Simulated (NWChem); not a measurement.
**Ionisation of C$_{2}$H$_{2}$N$_{3}$**

SMILES: [c]1ncn[nH]1
```xyz
7

C      0.6131     0.9640     0.0000
N     -0.6672     1.0336     0.0000
C     -1.0268    -0.2845     0.0000
N     -0.0159    -1.1297     0.0000
N      1.0476    -0.3022     0.0000
H     -2.0620    -0.6237     0.0000
H      1.9921    -0.6657     0.0000
```
Charge 0, spin multiplicity 2.

Program: NWChem. All single points use one geometry, from UPBE0/def2-SVP, a minimum by its harmonic frequencies.

Basis set: def2-SVPD. −ε marks an orbital energy of the parent.

B3LYP has NWChem's definition, with VWN1-RPA local correlation. The structure started from a generated list of species. The unpaired electrons of the parent sit in orbitals of symmetry a' (Cs labels of the run); other states weren't searched. The stability of the SCF solutions was not checked.

Task: For the first vertical ionisation energy, −ε(beta HOMO) of LDA (SVWN5) gives 7.19 eV and −ε(beta HOMO) of BLYP gives 6.81 eV. What do −ε(beta HOMO) of PBE, −ε(beta HOMO) of B3LYP, G0W0@LDA (SVWN5) give?

Result: −ε(beta HOMO) of PBE: 6.96 eV; −ε(beta HOMO) of B3LYP: 7.91 eV; G0W0@LDA (SVWN5): 9.79 eV.
